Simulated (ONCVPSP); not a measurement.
titanium, ONCV: configuration errors across variants

```json
{"Element": "Ti", "Generator": "ONCVPSP 4.0.1", "Type": "optimised norm-conserving Vanderbilt (ONCV)", "Functional": "PBE", "Relativity": "scalar-relativistic", "Frozen core": "[Ne] 3s2", "Valence charge": "10", "Reference configuration": "3p6 3d2 4s2", "Partial waves": "4s: rc 2.80 bohr, ncon 4, nbas 8, qcut 2.3 1/bohr, 2 projectors, debl 0.7 Ha; 3p: rc 1.75 bohr, ncon 4, nbas 8, qcut 9.5 1/bohr, 2 projectors, debl 1.7 Ha; 3d: rc 2.00 bohr, ncon 4, nbas 8, qcut 7.1 1/bohr, 2 projectors, debl 3 Ha", "Local potential": "polynomial inside 1.15 bohr (lpopt 5, dvloc0 0 Ha)", "Core correction": "Teter function, fcfact 2.75, rcfact 1.45"}
```

All-electron excitation energies from the reference (eV): (1) 3p6 3d2 4s1 7.347; (2) 3p6 3d2 4s0 20.919; (3) 3p6 3d1 4s0 47.867; (4) 3p5 3d2 4s2 45.556.

1 further variants failed, have other tests or too few solved ones, and are left out.

A true bound ghost makes a file unfit for plane-wave use even where its test errors are small: the radial tests pick states by their node count and pass the ghost by.

Errors AE − PS in meV (a dash: test not solved or not reliable):

```csv
change,(1),(2),(3),(4),bound ghosts,GHOST(+) flags above zero
base,-1.3,+8.7,+256,-269,s,none
d: qcut 4.8,+0.1,+14,+359,-392,s,none
s: nproj 1,+0.8,+8.9,–,-228,s,none
"core correction Teter function, fcfact 2.75, rcfact 1.46",-1.3,+8.7,+256,-269,s,none
s: debl 5.6,–,–,–,–,none,none
"local potential polynomial inside 1.45 bohr (lpopt 5, dvloc0 4 Ha)",-1.3,+8.6,+255,-260,none,s
s: nbas 9,-1.4,+7.5,+245,-263,s,none
```

Give the same row for: local potential polynomial inside 1.15 bohr (lpopt 5, dvloc0 8.5 Ha).

-1.2, +8.6, +255, -260; bound ghosts: none; GHOST(+) flags above zero: s.
